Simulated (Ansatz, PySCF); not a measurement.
H$_{3}$N, charge +1, doublet, geometry from GFN2-xTB (a state made from the parent by changing its charge; the spin is typed, not shown lowest). Base run: PySCF with HF/6-31G*.

Geometry (Å):
```xyz
4

N      0.0000     0.0000     0.0000
H     -0.6198    -0.8197    -0.0282
H     -0.4004     0.9463     0.0320
H      1.0202    -0.1266    -0.0037
```
Charge +1, spin multiplicity 2.
Orbitals are unrestricted.
All else is at PySCF's defaults.

The same geometry, method and basis name were run in Ansatz (a quantum-chemistry and plane-wave program) and PySCF, at each program's defaults and at the settings that a row names. The base is PySCF at its defaults. Differences at the defaults can come from grids, fitting, cores and function types together.

```csv
code and settings,ΔE vs base (mEh),basis functions,E (Eh),SCF cycles
"PySCF, defaults (exact integrals, spherical functions)",0.000,20,-55.87165,9
"Ansatz, defaults (factorised integrals, Cartesian functions)",-0.972,21,-55.87262,-
"PySCF, density fitting with def2-universal-jkfit",-0.005,20,-55.87165,9
"Ansatz, high accuracy, Cartesian functions as the basis file defines them",-0.970,21,-55.87262,-
```

Open shells are given as the SCF converged; they aren't shown to be the lowest states, and a large step between rows can be another state.
